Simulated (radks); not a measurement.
Values are calculated unless marked as measured or tabulated.
Q: K2+, 17 electrons, occupied as [Ne] 3s2 3p5. Level of theory: non-relativistic Kohn-Sham, LDA (Slater exchange, VWN5 correlation), spin-polarised, spherical densities, point nucleus; open shells are filled with parallel spins first; hard spherical wall at 8 bohr (a radial shooting solver on a logarithmic mesh with Libxc functionals). Some entries of the table are withheld. Estimate them.

orbital,occ.,eigenvalue (eV),<1/r> (bohr^-1),<r^2> (bohr^2)
1s up,1,-3518.391,18.50,0.008973
1s down,1,-3518.103,18.50,0.008972
2s up,1,-372.8064,3.755,0.1814
2s down,1,-372.5084,3.755,0.1812
2p up,3,-303.3922,3.687,0.1534
2p down,3,-303.0235,3.687,0.1533
3s up,1,-56.3895,1.127,1.768
3s down,1,-55.2177,1.123,1.782
3p up,3,-39.7998,1.011,2.141
3p down,2,-38.6976,1.005,2.172
3d up,0,-16.0230,0.7149,4.036
3d down,0,-15.2058,0.6990,4.289
4s up,0,-13.7925,(1),12.07
4s down,0,-13.5705,(2),12.31
4p up,0,-10.0616,0.3581,(3)
4p down,0,-9.8957,0.3548,(4)

A: 
(1) 4s up <1/r> (bohr^-1): 0.4068
(2) 4s down <1/r> (bohr^-1): 0.4021
(3) 4p up <r^2> (bohr^2): 15.40
(4) 4p down <r^2> (bohr^2): 15.67
